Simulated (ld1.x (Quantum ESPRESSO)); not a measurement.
**Which change was made? (Ho, PAW)**

```
Element                 : Ho
Generator               : ld1.x (Quantum ESPRESSO) 7.5
Type                    : PAW
Functional              : LDA (PZ)
Relativity              : non-relativistic
Frozen core             : [Kr] 4d10 4f10
Valence charge          : 11
Reference configuration : 5s2 5p6 5d1 6s0.5 6p0 (charge +1.5)
Partial waves           : 5s (bound): rcut 1.80, rcutus 2.10 bohr; 6s (bound): rcut 1.80, rcutus 2.10 bohr; 5p (bound): rcut 2.35, rcutus 2.60 bohr; 6p (bound, empty): rcut 2.35, rcutus 2.60 bohr; 5d (bound): rcut 1.70, rcutus 2.25 bohr; 5d channel at -0.35 Ry: rcut 1.70, rcutus 2.25 bohr
Local potential         : all-electron potential smoothed inside 1.65 bohr (lloc = -1)
Core correction         : Bessel-smoothed model core inside 1.30 bohr
Augmentation charge     : BESSEL, radius 1.40 bohr
```

Cutoffs, loose and tight: the cutoffs (Ry, on a coarse ladder) from which the occupation-weighted sum of valence levels, in a spherical-Bessel basis at the reference potential, stays within 10 and 1 mRy of its value at 400 Ry. They do not see the model core or the augmentation charge, which bear on the density cutoff. Test errors are all-electron minus pseudo excitation energies from the reference, over the configurations 5s2 5p6 5d1 6s2 6p0; 5s2 5p6 5d1 6s1 6p0; 5s2 5p6 5d1 6s0 6p0; 5s2 5p5 5d1 6s2 6p0; 5s2 5p6 5d0 6s2 6p1; 5s2 5p6 5d0 6s0 6p0; 5s2 5p6 5d1 6s1 6p1 (two spin-polarised tests are not counted in the largest error); variants that change the core or the reference have their own tests. The largest error is taken over the tests solved by every variant that gives reliable tests at all, those not shown here included: 5s2 5p6 5d1 6s0 6p0; 5s2 5p6 5d1 6s1 6p0; 5s2 5p6 5d1 6s2 6p0.

The base gives: outcome: generated, overlap not positive; bound ghosts: not determined (overlap not positive); largest test error (meV): -0.5.

On the changes marked as counting shells twice: ld1.x takes every shell without a wave as core, so the model core holds the marked electrons as well and exchange and correlation see them twice. This cancels in the reference configuration, but the file is broken for other ones, and its errors say nothing about a proper core correction.

After one change the result is: outcome: generated, overlap not positive; bound ghosts: d (s, p not tested, overlap not positive); largest test error (meV): -0.8. Which change was it?
A. waves 5d (bound): rcut 1.70, rcutus 2.98 bohr; 5d channel at -0.35 Ry: rcut 1.70, rcutus 2.98 bohr
B. type TM; waves now 5s (bound): rc 2.10 bohr; 5p (bound): rc 2.60 bohr; 5d (bound): rc 2.25 bohr; local potential the d channel (6s counted twice)
C. local potential all-electron potential smoothed inside 2.84 bohr (lloc = -1)

A. The others give: local potential all-electron potential smoothed inside 2.84 bohr (lloc = -1) → outcome: generated; cutoff, loose: 18 Ry; cutoff, tight: 25 Ry; bound ghosts: none; largest test error (meV): -1.6 | type TM; waves now 5s (bound): rc 2.10 bohr; 5p (bound): rc 2.60 bohr; 5d (bound): rc 2.25 bohr; local potential the d channel (6s counted twice) → outcome: generated; cutoff, loose: 21 Ry; cutoff, tight: 40 Ry; bound ghosts: none; largest test error (meV): -110. A file whose overlap is not positive is unfit for use, and its test errors describe a broken file.
